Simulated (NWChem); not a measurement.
MgGeH4O; SMILES [OH][Mg][GeH3]

```xyz
7

Mg     0.0132    -1.3409    -0.0001
O      0.0463    -3.1399     0.0000
H     -0.6332    -3.8202     0.0009
Ge     0.0040     1.2327     0.0000
H     -1.4270     1.8367     0.1010
H      0.7884     1.8742     1.1806
H      0.6138     1.8718    -1.2807
```
Atoms are numbered in this order, from 1.

Computed with NWChem. All runs use the structure optimised with B3LYP/6-31G* (spherical d). Ions are spin-unrestricted doublets at the neutral geometry; other ion states weren't tried.

```json
[
 {"level": "B3LYP/def2-SVP", "vertical ionisation energy, ΔSCF (eV)": "9.28", "−ε(HOMO) (eV)": "7.03", "ΔSCF minus −ε(HOMO) (eV)": "2.25"},
 {"level": "CAM-B3LYP/def2-SVP", "vertical ionisation energy, ΔSCF (eV)": "?", "−ε(HOMO) (eV)": "?", "ΔSCF minus −ε(HOMO) (eV)": "?"},
 {"level": "Hartree-Fock/def2-SVP", "vertical ionisation energy, ΔSCF (eV)": "8.74", "−ε(HOMO) (eV)": "9.56", "ΔSCF minus −ε(HOMO) (eV)": "-0.82"}
]
```

Problem. Fill in the missing entries.

Solution. 
- CAM-B3LYP/def2-SVP, vertical ionisation energy, ΔSCF (eV): 9.48
- CAM-B3LYP/def2-SVP, −ε(HOMO) (eV): 8.46
- CAM-B3LYP/def2-SVP, ΔSCF minus −ε(HOMO) (eV): 1.02
